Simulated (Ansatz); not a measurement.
Gas-phase electronic energies from Ansatz, PBE0-D4/def2-TZVP geometries. CBS: MP2 limit from def2 TZ/QZ plus the TZ coupled-cluster correction, frozen cores. This one scheme is used for every species. DFT in def2-TZVPP. B3LYP here is the variant with VWN-RPA as its local correlation; programs differ in this. def2 core potentials past Kr. For I outer-core shells are correlated without core-valence functions, which leaves a few kJ/mol of doubt a bond. One conformer a species, not always the lowest.

`F[SiH2]C[SiH2]Cl` + HI → `Cl[SiH2]CI` + `F[SiH3]`  (substitution at a C–Si bond)

```json
{"level": "PBE-D4", "ΔE (kJ/mol)": "63.4", "difference from CCSD(T)/CBS": "5.8"}
{"level": "r2SCAN-D4", "ΔE (kJ/mol)": "68.8", "difference from CCSD(T)/CBS": "11.2"}
{"level": "PBE0-D4", "ΔE (kJ/mol)": "67.0", "difference from CCSD(T)/CBS": "9.4"}
{"level": "B3LYP-D4", "ΔE (kJ/mol)": "60.8", "difference from CCSD(T)/CBS": "3.2"}
{"level": "ωB97X-V", "ΔE (kJ/mol)": "65.3", "difference from CCSD(T)/CBS": "7.7"}
{"level": "ωB97M-V", "ΔE (kJ/mol)": "67.2", "difference from CCSD(T)/CBS": "9.6"}
{"level": "B2PLYP", "ΔE (kJ/mol)": "61.2", "difference from CCSD(T)/CBS": "3.6"}
{"level": "PBE", "ΔE (kJ/mol)": "64.0", "difference from CCSD(T)/CBS": "6.4"}
{"level": "r2SCAN", "ΔE (kJ/mol)": "68.4", "difference from CCSD(T)/CBS": "10.8"}
{"level": "PBE0", "ΔE (kJ/mol)": "67.6", "difference from CCSD(T)/CBS": "10.0"}
{"level": "B3LYP", "ΔE (kJ/mol)": "62.5", "difference from CCSD(T)/CBS": "4.9"}
{"level": "HF/def2-TZVPP", "ΔE (kJ/mol)": "63.8", "difference from CCSD(T)/CBS": "6.2"}
{"level": "MP2/def2-TZVPP", "ΔE (kJ/mol)": "58.7", "difference from CCSD(T)/CBS": "1.1"}
{"level": "SCS-MP2/def2-TZVPP", "ΔE (kJ/mol)": "56.2", "difference from CCSD(T)/CBS": "-1.4"}
{"level": "CCSD/def2-TZVPP", "ΔE (kJ/mol)": "64.7", "difference from CCSD(T)/CBS": "7.1"}
{"level": "CCSD(T)/def2-TZVPP", "ΔE (kJ/mol)": "62.7", "difference from CCSD(T)/CBS": "5.1"}
{"level": "HF/def2-QZVPP", "ΔE (kJ/mol)": "63.3", "difference from CCSD(T)/CBS": "5.7"}
{"level": "MP2/def2-QZVPP", "ΔE (kJ/mol)": "55.6", "difference from CCSD(T)/CBS": "-2.0"}
{"level": "SCS-MP2/def2-QZVPP", "ΔE (kJ/mol)": "53.7", "difference from CCSD(T)/CBS": "-3.9"}
{"level": "HF/CBS(def2)", "ΔE (kJ/mol)": "63.2", "difference from CCSD(T)/CBS": "5.6"}
{"level": "MP2/CBS(def2)", "ΔE (kJ/mol)": "53.5", "difference from CCSD(T)/CBS": "-4.1"}
{"level": "CCSD/CBS(def2)", "ΔE (kJ/mol)": "59.5", "difference from CCSD(T)/CBS": "1.9"}
{"level": "CCSD(T)/CBS", "ΔE (kJ/mol)": "57.6", "difference from CCSD(T)/CBS": "0"}
```

Largest T1 diagnostic among the species: 0.011.

From PBE to PBE0 (25 % exact exchange), in def2-TZVPP and without D4, ΔE moves by +3.5 kJ/mol.

CCSD(T)/CBS has its own doubt, a few kJ/mol and more with outer-core shells, so smaller differences from it don't rank the levels.
